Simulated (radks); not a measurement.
Task: Species: the molybdenum ion Mo25+. Configuration: [Ne] 3s2 3p5 (the NIST ground configuration). All-electron calculation, scalar-relativistic Kohn-Sham, B86b exchange with PBE correlation, spin-polarised, spherical densities, finite nucleus; open shells are filled with parallel spins first (spin-orbit coupling, left out, can overturn this in heavy ions); Fermi nuclear charge, rms radius 4.4091 fm. Program: a radial shooting solver on a logarithmic mesh with Libxc functionals. Some entries of the table are withheld. Estimate them.

| orbital | occ. | eigenvalue (hartree) | <r^2> (bohr^2) | <r> (bohr) |
|---|---|---|---|---|
| 1s up | 1 | -770.2901 | 0.001669 | 0.03517 |
| 1s down | 1 | -770.2330 | 0.001669 | 0.03517 |
| 2s up | 1 | -143.7902 | 0.02725 | 0.1522 |
| 2s down | 1 | -143.7509 | 0.02724 | 0.1522 |
| 2p up | 3 | -133.1766 | 0.02138 | 0.1325 |
| 2p down | 3 | -133.1172 | 0.02137 | 0.1325 |
| 3s up | 1 | -51.46078 | 0.1667 | 0.3829 |
| 3s down | 1 | -51.28940 | 0.1670 | 0.3832 |
| 3p up | 3 | -48.03009 | 0.1608 | 0.3735 |
| 3p down | 2 | -47.85793 | 0.1611 | 0.3739 |
| 3d up | 0 | -43.29957 | 0.1298 | 0.3348 |
| 3d down | 0 | -43.15386 | 0.1298 | 0.3347 |
| 4s up | 0 | -25.81009 | (1) | 0.7403 |
| 4s down | 0 | -25.75207 | (2) | 0.7413 |

Result: 
(1) 4s up <r^2> (bohr^2): 0.6153
(2) 4s down <r^2> (bohr^2): 0.6170
